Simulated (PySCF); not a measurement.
## A ladder of Hamiltonians for P¹¹⁺ (phosphorus, charge +11)

Occupied: 1s1/2, 2s1/2. Hartree-Fock calculated with PySCF 2.14 in an uncontracted even-tempered set (17 s from 0.53 bohr⁻², ratio 2.7; 11 p from 0.63 bohr⁻², ratio 2.7), Gaussian nucleus throughout. NR is non-relativistic, sf-X2C the spin-free one-electron X2C Hamiltonian, X2C adds the bare one-electron spin-orbit term, X2C-SNSO screens it by Boettger's factors, DC is four-component Dirac-Coulomb, and the Gaunt and Breit terms are added at first order (total energies over the DC spinors, levels after relaxing the spinors in that mean field). QED terms are absent. Levels marked empty are virtual spinors of this ion.

```
Hamiltonian  E (hartree)  E − E(DC) (hartree)  CPU seconds
         NR    -258.4962               0.7834         0.28
     sf-X2C    -259.2550               0.0246         0.15
        X2C    -259.2550               0.0246         0.14
   X2C-SNSO    -259.2550               0.0246         0.14
         DC    -259.2796               0.0000          2.7
   DC+Gaunt    -259.2293               0.0503          3.7
   DC+Breit    -259.2301               0.0494           35
```

Give the 2p spin-orbit interval with each Hamiltonian that has one.

X2C 1.483; X2C-SNSO 1.285; DC 1.305; DC+Gaunt 1.227; DC+Breit 1.227 (eV).

```
   level (eV)       NR   sf-X2C      X2C  X2C-SNSO       DC  DC+Gaunt  DC+Breit
        1s1/2  -2664.5  -2671.4  -2671.4   -2671.4  -2671.9   -2670.8   -2670.8
        2s1/2  -554.29  -556.11  -556.11   -556.11  -556.16   -556.05   -556.06
2p1/2 (empty)  -478.15  -478.59  -479.58   -479.45  -479.47   -479.29   -479.32
2p3/2 (empty)  -478.15  -478.59  -478.10   -478.16  -478.17   -478.06   -478.09
3s1/2 (empty)  -207.81  -208.34  -208.34   -208.34  -208.35   -208.32   -208.33
```

Weight of the small component: 1s1/2 0.00287, 2s1/2 0.000578, 2p1/2 0.000542, 2p3/2 0.000540, 3s1/2 0.000210.

Koopmans' value for the highest occupied level at DC+Breit: 556.06 eV, against an ionisation energy of 560.62 ± 0.1 eV (semi-empirical (NIST evaluation); NIST Atomic Spectra Database, ionization energies); the former lacks relaxation, correlation, QED and recoil.

The whole ladder took 43 s of wall time on 1 thread of Intel(R) Xeon(R) Platinum 8375C CPU @ 2.90GHz (shared host), launched as `OMP_NUM_THREADS=1 python relrun2.py TASK.json OUT` (a driver that calls PySCF for each Hamiltonian).
